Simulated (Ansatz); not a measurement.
Species: C₃, net charge 0, singlet state. SMILES: [C][C][C]
Geometry: optimised at B3LYP-D3(BJ)/def2-TZVP (Ansatz, a quantum-chemistry and plane-wave program).

Atomisation energy built up term by term with Ansatz (kcal/mol; UHF references for open shells; valence terms freeze the core; atomic spin-orbit terms are left out). CBS marks a two-point X^-3 extrapolation of the correlation energy; Hartree-Fock from the larger set.

The Hartree-Fock reference is unstable (checked in the largest basis), which strains HF and MP2. 

```csv
term,basis,kcal/mol
Hartree-Fock,aug-cc-pVQZ,(withheld)
CCSD correlation,"CBS(aug-cc-pVTZ,aug-cc-pVQZ)",(withheld)
(T),"CBS(aug-cc-pVTZ,aug-cc-pVQZ)",17.45
CCSDT - CCSD(T),cc-pVDZ,-0.16
core correlation,cc-pwCVTZ,1.98
scalar relativity (X2C),cc-pVTZ-DK against cc-pVTZ,-0.19
sum: De,,(withheld)
```

**Question.** Complete the blanks.

**Answer.** 
- Hartree-Fock, kcal/mol: 198.38
- CCSD correlation, kcal/mol: 102.76
- sum: De, kcal/mol: 320.2
